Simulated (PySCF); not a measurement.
Isomers of C2Cl4F2, one GFN2-xTB conformer each. Single-point energies are computed at PBE0/pcSseg-1 (PySCF, gas phase, no added dispersion term), electronic only.

```csv
SMILES,GFN2-xTB relative energy (kJ/mol)
FC(Cl)(Cl)C(F)(Cl)Cl,14.1
FC(F)(Cl)C(Cl)(Cl)Cl,0.0
```

Conformers: `[F:1][C:2]([Cl:3])([Cl:4])[C:5]([F:6])([Cl:7])[Cl:8]` with F1–C2–C5–F6 62°.

**Question.** What does PBE0/pcSseg-1 give for the same structures?

**Answer.** 
| SMILES | PBE0/pcSseg-1 E (Eh) | PBE0/pcSseg-1 (kJ/mol) | GFN2-xTB (kJ/mol) | point group |
| --- | --- | --- | --- | --- |
| FC(F)(Cl)C(Cl)(Cl)Cl | -2115.69325 | 0.0 | 0.0 | Cs |
| FC(Cl)(Cl)C(F)(Cl)Cl | -2115.68686 | 16.8 | 14.1 | C2 |

Both levels put the same isomer lowest. As drawn, the lower has two fluorines on one carbon, which the higher lacks.

**Question.** Which frontier levels, dipoles and rotational constants go with these structures?

**Answer.** 
```csv
SMILES,"HOMO (eV, PBE0/pcSseg-1)",LUMO (eV),dipole (D),"A, B, C (MHz)"
FC(F)(Cl)C(Cl)(Cl)Cl,-9.28,-1.22,0.61,"1231, 927.8, 880.7"
FC(Cl)(Cl)C(F)(Cl)Cl,-9.41,-1.00,0.68,"1237, 948.1, 854.9"
```
